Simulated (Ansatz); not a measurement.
C2H9NSiTe (SMILES CN(C)[Te][SiH3]), singlet, at a GFN2-xTB geometry (all electrons, no relativity), with bond 13-11 at 2.4 times its length; CASSCF(2,3)/STO-3G (Ansatz, a quantum-chemistry and plane-wave program).

Here is a job for Ansatz.
Ansatz 0.2 input:
```yaml
crystal:
  periodic: [false, false, false]
  atoms:
    - {symbol: Te, position_ang: [-0.19275133, -0.01631109, 0.81498801]}
    - {symbol: N, position_ang: [0.50609421, -1.38442258, -0.57433620]}
    - {symbol: C, position_ang: [1.82626434, -1.08798621, -1.06589101]}
    - {symbol: C, position_ang: [-0.40616592, -1.61662846, -1.66294386]}
    - {symbol: H, position_ang: [2.18849502, -1.94385308, -1.64102340]}
    - {symbol: H, position_ang: [1.85588419, -0.20392741, -1.71963592]}
    - {symbol: H, position_ang: [2.49689425, -0.92831094, -0.22418622]}
    - {symbol: H, position_ang: [-0.49182350, -0.75674518, -2.34428108]}
    - {symbol: H, position_ang: [-0.05306073, -2.47293782, -2.24311964]}
    - {symbol: H, position_ang: [-1.39126683, -1.85104227, -1.26468191]}
    - {symbol: Si, position_ang: [-0.38332254, 1.98093337, -0.68869870]}
    - {symbol: H, position_ang: [-0.73135553, 3.09201205, 0.18698515]}
    - {symbol: H, position_ang: [-2.87189634, 1.60309837, -3.14539935]}
    - {symbol: H, position_ang: [0.87279595, 2.27505843, -1.38196514]}
basis:
  gaussian:
    orbitals: STO-3G
hamiltonian:
  xc: hf
magnetization: {spin_polarized: false}
correlation: {active_space: {window: {electrons: 2, orbitals: 3}}}
```

It wrote (shortened):

```
Functional definition: HF
724 factors; integrals over basis functions are off by at most 4.0e-5 eV
mean field evaluation 1: about -189552.8907 eV, gradient 2.2e1 eV
mean field evaluation 2: about -189553.0753 eV, gradient 2.2e1 eV
mean field evaluation 4: about -189557.8066 eV, gradient 1.2e1 eV
mean field evaluation 8: about -189559.6049 eV, gradient 1.3e-1 eV
mean field evaluation 16: about -189556.6374 eV, gradient 1.3e1 eV
mean field -189559.60208394 eV, -6966.1868884718 hartree, gradient 2.2e-6 eV, S^2 0.000000; 2 other end points of the search recorded, 0 dependent functions left out
reference -189559.60208394 eV, -6966.1868884718 hartree; 47, 47 occupied and 13, 13 virtual orbitals, 724 factors
state -189564.74749456 eV, -6966.3759788242 hartree
Total energy: -189564.74749456 eV, -6966.3759788242 hartree
```
